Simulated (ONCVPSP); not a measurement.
PBE ONCV dataset for bismuth (Bi), scalar-relativistic all-electron reference.

Input for ONCVPSP 4.0.1:

```
# ATOM AND REFERENCE CONFIGURATION
# atsym  z   nc   nv     iexc    psfile
  Bi 83.00   13    2        4      upf
#
#   n    l    f
    1    0    2.00
    2    0    2.00
    2    1    6.00
    3    0    2.00
    3    1    6.00
    3    2   10.00
    4    0    2.00
    4    1    6.00
    4    2   10.00
    4    3   14.00
    5    0    2.00
    5    1    6.00
    5    2   10.00
    6    0    2.00
    6    1    2.50
#
# PSEUDOPOTENTIAL AND OPTIMIZATION
# lmax
    2
#
#   l,   rc,      ep,       ncon, nbas, qcut
    0    1.90    0.00    4    7    3.30
    1    2.55    0.00    3    7    3.50
    2    2.20    0.29    5    9    4.90
#
# LOCAL POTENTIAL
# lloc, lpopt,  rc(5),   dvloc0
    4    5    1.30    3.00
#
# VANDERBILT-KLEINMAN-BYLANDER PROJECTORs
# l, nproj, debl
    0    2    3.10
    1    1    3.70
    2    2    2.00
#
# MODEL CORE CHARGE
# icmod, fcfact, rcfact
    0    0.00    0.00
#
# LOG DERIVATIVE ANALYSIS
# epsh1, epsh2, depsh
   -2.00    5.00    0.02
#
# OUTPUT GRID
# rlmax, drl
    6.00    0.01
#
# TEST CONFIGURATIONS
# ncnf
    4
# nvcnf
#   n    l    f
    2
    6    0    2.00
    6    1    3.00
#
    2
    6    0    2.00
    6    1    2.00
#
    2
    6    0    2.00
    6    1    1.00
#
    2
    6    0    2.00
    6    1    0.00
#
```

Command:

```bash
oncvpsp.x < Bi.dat > Bi.out
```

Resulting log (shortened: citation, most of the input echo, consistency checks and plot data are left out):

```
ONCVPSP  (Optimized Norm-Conservinng Vanderbilt PSeudopotential)
scalar-relativistic version 4.0.1

#   n    l    f        energy (Ha)
    1    0    2.00    -3.3328977E+03
    2    0    2.00    -5.9893740E+02
    2    1    6.00    -5.1222454E+02
    3    0    2.00    -1.4468516E+02
    3    1    6.00    -1.1991910E+02
    3    2   10.00    -9.5084828E+01
    4    0    2.00    -3.3320445E+01
    4    1    6.00    -2.5208290E+01
    4    2   10.00    -1.5947357E+01
    4    3   14.00    -5.7505961E+00
    5    0    2.00    -5.9414362E+00
    5    1    6.00    -3.6654900E+00
    5    2   10.00    -1.1375803E+00
    6    0    2.00    -6.6691117E-01
    6    1    2.50    -2.8932189E-01

Reference configufation results
  iterations    23
  all-electron total energy (Ha)   -2.15306570D+04

Begin loop to  construct optimized pseudo wave functions
and semi-local pseudopoentials for all angular momenta

   Wellstate for l =  0  n =  8
     eigenvalue =   2.4331
     asymptotic potential =   2.9331
     half-point radius =  3.5019

Calculating optimized projector #   1

 for l=   0

    Fraction of norm inside rc  0.398812
    Optimizing pswf for qcut=   3.30 a_B^-1,  ecut=   5.44 Ha
    Residual kinetic energy error=  6.59D-03 Ha
 ERROR pspot:  first pseudo wave function has node,          program will stop
 ERROR pspot: try changing psp parameters for this l
```

The run stopped because the optimised pseudo-wave of the first projector has a node, so the radial equation cannot be inverted for a potential.

The run took about 0.38 s on one core of a shared server CPU.
